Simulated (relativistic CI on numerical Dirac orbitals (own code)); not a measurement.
Calculated at this level of theory: Dirac-Coulomb-Breit CI, separate exchange-only KLI orbitals for each configuration, model QED, unscaled Slater integrals (own radial code, finite nucleus).

CI space (outside the closed core [Ar] 3d10): 4s2.4p6.4d9, 4s2.4p5.4d10, 4s2.4p6.4d8.4f, 4s.4p6.4d10, 4s2.4p5.4d9.4f, 4s2.4p6.4d8.5s, 4s2.4p6.4d8.5p, 4s.4p6.4d9.4f, 4s2.4p6.4d7.4f.5s, 4s2.4p6.4d8.5d, 4s2.4p6.4d7.5s.5p, 4s2.4p5.4d9.5s, 4s2.4p6.4d8.5f, 4s2.4p6.4d8.6s, 4s2.4p5.4d9.5p, 4s2.4p6.4d8.6p, 4s2.4p6.4d8.5g, 4s2.4p6.4d8.6d, 4s2.4p5.4d9.5d, 4s.4p6.4d9.5s, 4s2.4p6.4d8.6f, 4s2.4p6.4d8.7s, 4s.4p6.4d8.4f.5s, 4s2.4p6.4d7.5s2, 4s2.4p6.4d6.4f.5s2, 4s2.4p5.4d7.4f.5s2, 4s2.4p6.4d6.5s2.5p, 4p6.4d9.4f2, 4p5.4d10.4f2, 4p6.4d8.4f3, 4p5.4d9.4f3, 4p6.4d8.4f2.5s, 4p6.4d8.4f2.5p. Double excitations out of closed p, d and f shells are left out; levels of such configurations are missing from the list, as are those of other unlisted configurations, and high levels can miss mixing partners. These lack a partner that the ground configuration has and come out too high: 4s2.4p6.4d8.5d, 4s2.4p5.4d9.5s, 4s2.4p6.4d8.5f, 4s2.4p6.4d8.6s, 4s2.4p5.4d9.5p.

At this charge energies of transitions that change n are usually good to better than 1 %, and those within a shell (Δn = 0) to a few per cent.

Outline of the computed level scheme of Eu XIX. Lowest level of each configuration: 4s2.4p6.4d9 2D_5/2 at 0.000 eV; 4s2.4p5.4d10 2P°_3/2 at 123.712 eV; 4s2.4p6.4d8.4f 4F°_5/2 at 135.366 eV.

Some strong electric-dipole decays among the lowest 45 levels: 4s2.4p5.4d10 2P°_3/2 → 4s2.4p6.4d9 2D_5/2 (1.4e+10 s⁻¹); 4s2.4p6.4d8.4f 4G°_7/2 → 4s2.4p6.4d9 2D_5/2 (4.2e+09 s⁻¹); 4s2.4p6.4d8.4f 2D°_5/2 → 4s2.4p6.4d9 2D_5/2 (4.1e+09 s⁻¹); 4s2.4p6.4d8.4f 4G°_5/2 → 4s2.4p6.4d9 2D_5/2 (3.3e+09 s⁻¹); 4s2.4p6.4d8.4f 4G°_5/2 → 4s2.4p6.4d9 2D_3/2 (2.7e+09 s⁻¹).

LS names give the leading component of a level, which can be under half, so a name can repeat, a term be missing and a line seem to break the LS rules.
